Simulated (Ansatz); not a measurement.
`C=N[SiH2][TeH]` and `C=N[SiH2]C` differ in one atom or group.

Ansatz, PBE0-D4/def2-TZVP geometries, multiplicity 1. Each molecule was computed in one conformer, which needn't be the lowest.

Elements past krypton have def2 core potentials.

| property | `C=N[SiH2][TeH]` |
| --- | --- |
| LUMO energy (ωB97M-V/def2-TZVPP) / eV | 1.08 |
| size of the dipole moment (B3LYP/def2-TZVPP) / D | 1.20 |
| HOMO–LUMO gap (PBE0/def2-TZVPP) / eV | 5.48 |
| LUMO energy (PBE0/def2-TZVPP) / eV | -1.14 |
| HOMO energy (ωB97M-V/def2-TZVPP) / eV | -8.70 |
| HOMO–LUMO gap (B3LYP/def2-TZVPP) / eV | 5.00 |

**Question.** Give the same properties after the change, and the shifts. (Best estimate.)

**Answer.** Ansatz gave: 
| property | `C=N[SiH2]C` | shift |
| --- | --- | --- |
| LUMO energy (ωB97M-V/def2-TZVPP) / eV | 1.37 | 0.29 |
| size of the dipole moment (B3LYP/def2-TZVPP) / D | 1.13 | -0.07 |
| HOMO–LUMO gap (PBE0/def2-TZVPP) / eV | 6.24 | 0.76 |
| LUMO energy (PBE0/def2-TZVPP) / eV | -0.84 | 0.30 |
| HOMO energy (ωB97M-V/def2-TZVPP) / eV | -9.42 | -0.72 |
| HOMO–LUMO gap (B3LYP/def2-TZVPP) / eV | 5.77 | 0.77 |

With PBE0 the HOMO falls by 0.45 eV and the LUMO rises by 0.30 eV, so the gap widens by about 0.75 eV. PBE moves the HOMO by -0.09 eV and ωB97M-V by -0.72 eV. Dipoles are sizes alone; their direction can turn.

B3LYP here is the variant with VWN-RPA as its local correlation; programs differ in this.

Spin–orbit coupling is left out; it splits and shifts lone-pair levels of the heavy atoms by tenths of an eV.
